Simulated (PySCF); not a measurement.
Correlation energy of Cu¹¹⁺ (copper, charge +11)

[Ar], closed-shell 1S. Computed with PySCF 2.14 in an even-tempered Gaussian basis (19 s from 0.69 bohr⁻², ratio 2.5; 12 p from 0.9 bohr⁻², ratio 2.5; 5 d from 6.3 bohr⁻², ratio 2.7; 4 f from 9.5 bohr⁻², ratio 2.7), with the spin-free X2C one-electron Hamiltonian (Gaussian nucleus). Frozen: 1s2; 16 electrons correlated; the 22 highest virtual orbitals of each spin left out.

```tsv
level	correlation energy (mhartree)
CCSD	-597.87
(T)	-3.21
CCSD(T)	-601.08
```

Diagnostics: T1 = 0.0014, D1 = 0.0032, largest double amplitude 0.027.

Is a single reference adequate?

Yes, within this model without spin-orbit coupling: T1 lies below 0.03 and no double amplitude reaches 0.07.
